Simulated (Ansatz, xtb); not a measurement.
# CH7GaSn: where a starting geometry ends

The starting geometry of this gas-phase singlet has its atoms placed at random.

| atom | x (Å) | y (Å) | z (Å) |
| --- | --- | --- | --- |
| C | -2.5624 | 0.3543 | 0.0782 |
| Ga | 1.7419 | 0.4731 | -1.4987 |
| Sn | -0.3045 | -0.6629 | 0.7544 |
| H | 0.2103 | -1.5659 | -1.4361 |
| H | 0.2880 | 0.3466 | -1.5365 |
| H | 1.2482 | 0.2780 | -0.2783 |
| H | 0.8236 | -0.9402 | -2.0694 |
| H | -2.1674 | -1.0370 | 1.0020 |
| H | -1.4454 | -1.4306 | -0.6161 |
| H | 0.5493 | 1.0451 | -0.5601 |

Problem. One run relaxed it with r2SCAN-D4/def2-SVP. What is a likely outcome?

Solution. It loosens into CH3GaSn + H2 + H2, which stay close as a complex. Distances that change by over a tenth: Ga2–H6 (1.33 → 2.07 Å), H4–H7 (1.08 → 0.78 Å). Contacts that open: Ga2–H5 (1.46 → 4.14 Å), Ga2–H7 (1.78 → 2.25 Å), Ga2–H10 (1.62 → 4.48 Å), Sn3–H8 (1.92 → 2.86 Å), Sn3–H9 (1.94 → 2.74 Å). Contacts that close: C1–Ga2 (4.59 → 2.07 Å), C1–Sn3 (2.57 → 2.15 Å), C1–H8 (1.72 → 1.10 Å), C1–H9 (2.22 → 1.11 Å), H5–H10 (1.23 → 0.76 Å).

The energy falls by 13.23 eV over 87 steps:

```tsv
step	E − E(last) (eV)
1	13.234
11	1.249
20	1.164
30	0.491
39	0.119
49	0.032
58	0.028
68	0.022
77	0.010
87	0.000
```

Final geometry (Å):

```xyz
10

C    -1.4138   -0.7517   -0.5910
Ga   -0.1769   -1.2536   -2.1715
Sn    0.2485   -0.1652    0.6486
H     1.3134   -2.3816   -0.2633
H     0.3067    2.4956   -0.4780
H     1.0765   -0.0368   -1.0647
H     1.3228   -2.4856   -1.0401
H    -2.2293   -1.3416   -0.1490
H    -1.8396    0.1406   -1.0975
H    -0.2267    2.6402    0.0459
```

From the same start GFN2-xTB ends elsewhere, in pieces: CH5GaSn + H2.

From so rough a start the end depends on the optimiser's path, so another program may land elsewhere. The end wasn't checked by frequencies. Atoms past krypton carry core potentials, without spin–orbit terms. Run with Ansatz 0.2.0, 4.3 min on 2 threads of Arm Neoverse V2, with other jobs on the host.
